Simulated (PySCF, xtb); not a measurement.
Mg(Br)(SeH) (BrHMgSe), SMILES [SeH][Mg][Br].

xtb with GFN2-xTB at its own geometry gives an orbital gap of 2.55 eV and a dipole moment of 5.03 D.

The structure is a stationary point at B3LYP-D3(BJ)/def2-TZVP. Other conformers were not sampled.

Q: What does PySCF with PBE/def2-TZVPD give? (Estimate from the structure and the level; the computed values follow.)

A: gap 3.61 eV (levels -6.05 and -2.44 eV), dipole 0.85 D.
